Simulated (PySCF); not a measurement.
## Cobalt: a sound run and one with changed settings

Sound run: Co [Ar] 3d7 4s2, Co⁺ [Ar] 3d8. All numbers are calculated (PySCF 2.14, the spin-free X2C one-electron Hamiltonian (Gaussian nucleus), in aug-cc-pVDZ-DK (7s6p4d2f, 59 functions)). The sound run starts from symmetry-adapted Hartree-Fock orbitals and uses a fine grid where one is needed.

Changed run: 26 angular points. This setting is unsound on purpose.

| species | method | sound run (hartree) | changed run (hartree) | converged |
| --- | --- | --- | --- | --- |
| Co | UHF | -1391.87928 | -1391.87928 | yes |
| Co | LDA | -1390.57504 | -1390.60310 | yes |
| Co | B3LYP | -1393.29251 | -1393.30581 | yes |
| Co⁺ | UHF | -1391.57516 | -1391.57516 | yes |
| Co⁺ | LDA | -1390.27839 | -1390.31987 | yes |
| Co⁺ | B3LYP | -1392.99031 | -1393.00906 | yes |

Ionisation energy of Co:

| method | sound run (eV) | changed run (eV) |
| --- | --- | --- |
| UHF | 8.276 | 8.276 |
| LDA | 8.072 | 7.707 |
| B3LYP | 8.223 | 8.075 |

A coarse angular grid integrates products of high-l functions wrongly, so density functionals can shift, and the SCF can exploit the error; Hartree-Fock and MP2 need no grid.

For comparison, NIST gives 7.881 eV between the lowest levels.
